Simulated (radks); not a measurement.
The nuclear charge of neutral xenon is varied continuously with 54 electrons held in [Xe]. Calculated with a radial shooting solver on a logarithmic mesh with Libxc functionals: scalar-relativistic Kohn-Sham, PBEsol, spin-polarised, spherical densities, finite nucleus; Fermi nuclear charge, rms radius 4.7859 fm. By the Hellmann-Feynman theorem dE/dZ = E(electron-nucleus)/Z, the electronic potential at the nucleus (averaged over a nucleus of fixed radius). The scalar-relativistic energy here is not variational (the density holds large components alone), so the two differ by a part that grows with Z.

| Z | E (hartree) | E(electron-nucleus)/Z (hartree) | HOMO | e(HOMO) (eV) | <r> HOMO (bohr) |
|---|---|---|---|---|---|
| 53.8 | -7377.16042 | -331.982 | 5p | -6.402 | 2.370 |
| 53.9 | -7410.53258 | -332.843 | 5p | -7.311 | 2.339 |
| 54 | -7443.99177 | -333.704 | 5p | -8.243 | 2.309 |
| 54.1 | -7477.5380 | -334.565 | 5p | -9.197 | 2.281 |
| 54.2 | -7511.1712 | -335.427 | 5p | -10.172 | 2.253 |
| 54.3 | -7544.8915 | -336.288 | 5p | -11.168 | 2.227 |
| 54.4 | -7578.6989 | -337.150 | 5p | -12.185 | 2.202 |
| 54.5 | -7612.5933 | -338.011 | 5p | -13.221 | 2.178 |
| 54.6 | -7646.5748 | -338.873 | 5p | -14.276 | 2.154 |
| 54.7 | -7680.6435 | -339.735 | 5p | -15.351 | 2.132 |
| 54.8 | -7714.7992 | -340.597 | 5p | -16.444 | 2.110 |
| 54.9 | -7749.0421 | -341.459 | 5p | -17.555 | 2.089 |
| 55 | -7783.3722 | -342.322 | 5p | -18.685 | 2.068 |

The central difference of E at Z = 54 is -335.027 hartree, to compare with the third column; the second derivative is -8.7 hartree.
